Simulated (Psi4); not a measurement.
Interaction energy of O2S ··· COS (SMILES O=S=O and O=C=S). Monomers: optimised at B3LYP-D3(BJ) (def2-TZVP), held rigid. Orientation: lowest of the rigid-body minima from ten starts at GFN2-xTB (searched outside a hard wall at short contacts). Only R, the distance of the centres of mass, is varied, so the lowest point isn't the relaxed dimer. The shortest distances reach bonding range, where SAPT0 and rigid monomers are unreliable.

Levels: PBE/def2-TZVP, counterpoise-corrected (Psi4); PBE-D3(BJ)/def2-TZVP, counterpoise-corrected (Psi4); B3LYP/def2-TZVP, counterpoise-corrected (Psi4); SAPT0/jun-cc-pVDZ, frozen core (Psi4).

Interaction energies in kJ/mol; the last columns give the difference from SAPT0:

| R / Å | PBE/def2-TZVP | PBE-D3(BJ)/def2-TZVP | B3LYP/def2-TZVP | SAPT0/jun-cc-pVDZ | PBE/def2-TZVP − SAPT0/jun-cc-pVDZ | PBE-D3(BJ)/def2-TZVP − SAPT0/jun-cc-pVDZ | B3LYP/def2-TZVP − SAPT0/jun-cc-pVDZ |
|---|---|---|---|---|---|---|---|
| 3.26 | 69.93 | 62.77 | 76.53 | 53.83 | 16.10 | 8.94 | 22.70 |
| 3.46 | 33.86 | 27.18 | 38.11 | 21.26 | 12.60 | 5.92 | 16.86 |
| 3.66 | 14.04 | 8.02 | 16.64 | 3.13 | 10.91 | 4.89 | 13.51 |
| 3.89 | 2.82 | -2.35 | 4.37 | -6.33 | 9.15 | 3.98 | 10.70 |
| 4.07 | -1.21 | -5.72 | -0.04 | -8.94 | 7.73 | 3.22 | 8.90 |
| 4.36 | -3.49 | -7.02 | -2.55 | -9.13 | 5.64 | 2.11 | 6.58 |
| 4.68 | -3.52 | -6.13 | -2.71 | -7.44 | 3.93 | 1.32 | 4.73 |
| 5.13 | -2.52 | -4.15 | -1.99 | -5.00 | 2.48 | 0.85 | 3.01 |
| 5.87 | -1.20 | -1.93 | -1.14 | -2.56 | 1.36 | 0.63 | 1.42 |
| 6.89 | -0.51 | -0.77 | -0.61 | -1.16 | 0.65 | 0.38 | 0.54 |
| 8.18 | -0.24 | -0.32 | -0.30 | -0.51 | 0.27 | 0.19 | 0.21 |

PBE/def2-TZVP is furthest from SAPT0/jun-cc-pVDZ at 3.26 (16.10 kJ/mol, above); its mean absolute difference over the points is 6.44 kJ/mol.

PBE-D3(BJ)/def2-TZVP is furthest from SAPT0/jun-cc-pVDZ at 3.26 (8.94 kJ/mol, above); its mean absolute difference over the points is 2.95 kJ/mol.

B3LYP/def2-TZVP is furthest from SAPT0/jun-cc-pVDZ at 3.26 (22.70 kJ/mol, above); its mean absolute difference over the points is 8.11 kJ/mol.
